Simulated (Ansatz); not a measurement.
InCl2H (InHCl₂), relaxed as a singlet with RKS r2SCAN-D4/def2-TZVP in Ansatz, starting from the GFN2-xTB geometry. Force threshold 0.02 eV/Å.

In the def2 sets In takes a core potential; there is no spin–orbit coupling.

Start:

Cartesian coordinates in Å:
```
In 0.133 0.071 -0.130
Cl -1.985 0.908 0.075
Cl 0.574 -1.661 1.297
H 1.278 0.682 -1.242
```

| step | energy (eV) | largest force component (eV/Å) | SCF passes |
| --- | --- | --- | --- |
| 1 | -30239.2098 | 0.645 | 15 |
| 2 | -30239.2259 | 0.072 | 20 |
| 3 | -30239.2265 | 0.009 | 21 |

Force components are those of the run's own axes.

End:

```xyz
4

In    0.154    0.082   -0.150
Cl   -2.000    0.900    0.090
Cl    0.559   -1.669    1.312
H     1.287    0.687   -1.252
```

By distances, no bond broke or formed. The bond that changes most is In1–Cl3, from 2.29 to 2.32 Å (atoms count from 1).

No frequencies were taken in this run, so the end may be a saddle point.

It took 3.9 s on 4 threads of Arm Neoverse V2 on a shared host.
